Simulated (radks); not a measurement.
Task: Radial electron density D(r) = 4 pi r^2 rho(r) of an atom or ion with 13 electrons. Calculated with a radial shooting solver on a logarithmic mesh with Libxc functionals: non-relativistic Kohn-Sham, PBE, spin-polarised, spherical densities, point nucleus.

```
   r/bohr * D(r) (the largest magnitude, 14.6, reaches the edge; | marks zero)
 0.008345 |   *
 0.009485 |    *
  0.01078 |     *
  0.01225 |      *
  0.01393 |        *
  0.01583 |          *
  0.01799 |             *
  0.02044 |               *
  0.02324 |                   *
  0.02641 |                      *
  0.03002 |                           *
  0.03411 |                               *
  0.03877 |                                    *
  0.04407 |                                        *
  0.05008 |                                             *
  0.05692 |                                                 *
   0.0647 |                                                    *
  0.07353 |                                                      *
  0.08357 |                                                      *
  0.09498 |                                                     *
    0.108 |                                                  *
   0.1227 |                                              *
   0.1395 |                                         *
   0.1585 |                                     *
   0.1801 |                                 *
   0.2047 |                               *
   0.2327 |                                *
   0.2645 |                                  *
   0.3006 |                                      *
   0.3416 |                                          *
   0.3883 |                                             *
   0.4413 |                                               *
   0.5016 |                                              *
     0.57 |                                          *
   0.6479 |                                    *
   0.7364 |                            *
   0.8369 |                     *
   0.9512 |              *
    1.081 |         *
    1.229 |      *
    1.396 |    *
    1.587 |   *
    1.804 |    *
     2.05 |    *
     2.33 |    *
    2.648 |   *
     3.01 |  *
    3.421 |  *
    3.888 | *
    4.419 |*
    5.023 |*
    5.709 *
    6.488 *
    7.374 *
    8.381 *
    9.525 *
    10.83 *
     12.3 *
```

What is the nuclear charge?

Result: Z = 13. The innermost maximum, from 1s, lies near 1/Z = 0.0769 bohr (found: 0.0809), and its height grows with Z. The density is that of neutral aluminium in [Ne] 3s2 3p1; the configuration itself is not fixed sharply by these data, and Z only to about a unit. D(r) has 3 maxima, at r = 0.0809, 0.448, 2.10 bohr, and minima at 0.215, 1.65 bohr, inside which lie 2.20, 10.37 electrons.
